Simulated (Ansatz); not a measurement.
Program: Ansatz. Geometries: PBE0-D4/def2-TZVP. ΔE: electronic, gas phase. CCSD(T)/CBS adds triple-zeta CCSD(T) − MP2 to the extrapolated MP2 energy (def2 sets, frozen cores). This one scheme is used for every species. One conformer a species, not always the lowest.

Consider the ligand exchange at the Si–N bond: `N[SiH2]F` + `N[SiH](O)F` → `O[SiH](F)N[SiH2]F` + NH₃.

```csv
species,HF/def2-QZVPP energy (Eh)
`N[SiH2]F`,-445.35288
`N[SiH](O)F`,-520.32087
`O[SiH](F)N[SiH2]F`,-909.44923
NH₃,-56.22439
```

Question: Work out ΔE.

Answer: ΔE = (-909.44923) + (-56.22439) − (-445.35288) − (-520.32087) = 0.00013 Eh = 0.00 eV. CCSD(T)/CBS gives -0.05 eV.

Largest T1 diagnostic among the species: 0.012.

In def2-TZVPP, CCSD(T) changes the Hartree–Fock value by −0.07 eV (the triples alone add −0.01 eV) and MP2 by −0.06 eV. Leaving LDA and LC-ωPBE aside and taking each functional with its dispersion term where it has one, the values, not all of them listed here, spread over 0.04 eV, from revPBE-D4 to CAM-B3LYP-D4.
